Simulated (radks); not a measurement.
Species: Tl14+. Configuration: [Kr] 4d10 4f14 5s2 5p5.

All-electron calculation, scalar-relativistic Kohn-Sham, PBE, spin-polarised, spherical densities, finite nucleus; open shells are filled with parallel spins first (spin-orbit coupling, left out, can overturn this in heavy ions); Fermi nuclear charge, rms radius 5.4759 fm. Program: a radial shooting solver on a logarithmic mesh with Libxc functionals.

Energy parts (hartree):
| part | energy |
|---|---|
| total | -20179.1251 |
| kinetic | 22721.8571 |
| electron-nucleus | -49625.2106 |
| Hartree | 7092.2639 |
| exchange-correlation | -368.0354 |

Orbitals (lengths in bohr, moments of r in powers of bohr):
[
 {"orbital": "1s up", "occ.": "1", "eigenvalue (hartree)": "-3155.428", "<r^2>": "0.0003690"},
 {"orbital": "1s down", "occ.": "1", "eigenvalue (hartree)": "-3155.421", "<r^2>": "0.0003690"},
 {"orbital": "2s up", "occ.": "1", "eigenvalue (hartree)": "-570.3876", "<r^2>": "0.005605"},
 {"orbital": "2s down", "occ.": "1", "eigenvalue (hartree)": "-570.3841", "<r^2>": "0.005605"},
 {"orbital": "2p up", "occ.": "3", "eigenvalue (hartree)": "-492.2309", "<r^2>": "0.004754"},
 {"orbital": "2p down", "occ.": "3", "eigenvalue (hartree)": "-492.2253", "<r^2>": "0.004754"},
 {"orbital": "3s up", "occ.": "1", "eigenvalue (hartree)": "-143.8753", "<r^2>": "0.03605"},
 {"orbital": "3s down", "occ.": "1", "eigenvalue (hartree)": "-143.8711", "<r^2>": "0.03605"},
 {"orbital": "3p up", "occ.": "3", "eigenvalue (hartree)": "-121.3639", "<r^2>": "0.03724"},
 {"orbital": "3p down", "occ.": "3", "eigenvalue (hartree)": "-121.3591", "<r^2>": "0.03724"},
 {"orbital": "3d up", "occ.": "5", "eigenvalue (hartree)": "-98.01522", "<r^2>": "0.03083"},
 {"orbital": "3d down", "occ.": "5", "eigenvalue (hartree)": "-98.01043", "<r^2>": "0.03083"},
 {"orbital": "4s up", "occ.": "1", "eigenvalue (hartree)": "-39.88816", "<r^2>": "0.1725"},
 {"orbital": "4s down", "occ.": "1", "eigenvalue (hartree)": "-39.88014", "<r^2>": "0.1725"},
 {"orbital": "4p up", "occ.": "3", "eigenvalue (hartree)": "-32.48980", "<r^2>": "0.1970"},
 {"orbital": "4p down", "occ.": "3", "eigenvalue (hartree)": "-32.48129", "<r^2>": "0.1969"},
 {"orbital": "4d up", "occ.": "5", "eigenvalue (hartree)": "-23.80588", "<r^2>": "0.2206"},
 {"orbital": "4d down", "occ.": "5", "eigenvalue (hartree)": "-23.79568", "<r^2>": "0.2203"},
 {"orbital": "5s up", "occ.": "1", "eigenvalue (hartree)": "-14.26941", "<r^2>": "0.7663"},
 {"orbital": "5s down", "occ.": "1", "eigenvalue (hartree)": "-14.21345", "<r^2>": "0.7656"},
 {"orbital": "4f up", "occ.": "7", "eigenvalue (hartree)": "-14.17499", "<r^2>": "0.2485"},
 {"orbital": "4f down", "occ.": "7", "eigenvalue (hartree)": "-14.16136", "<r^2>": "0.2476"},
 {"orbital": "5p up", "occ.": "3", "eigenvalue (hartree)": "-12.00097", "<r^2>": "0.9288"},
 {"orbital": "5p down", "occ.": "2", "eigenvalue (hartree)": "-11.94232", "<r^2>": "0.9296"}
]

The highest occupied level is 5p down at -324.97 eV. Summed over all electrons, <r^2> = 14.03 bohr^2, which gives a Langevin (diamagnetic) susceptibility term of -11.1 x 10^-6 cm^3/mol. The density falls to 0.001 e/bohr^3 at r = 2.00 bohr. Spin moment in Bohr magnetons: 1. For comparison, the ionisation energy in NIST's Atomic Spectra Database is 340 eV (theoretical). In exact Kohn-Sham theory the highest level is minus the ionisation energy, but local and semilocal functionals leave it too shallow, through self-interaction and a potential that decays too fast; potentials with the right tail come closer. The electron density at the nucleus is 2.72e+06 e/bohr^3 (large components only). The spin density at the nucleus is -8.480 e/bohr^3 (1s -3.467, 2s 0.975, 3s 1.381, 4s 0.872, 5s -8.240).
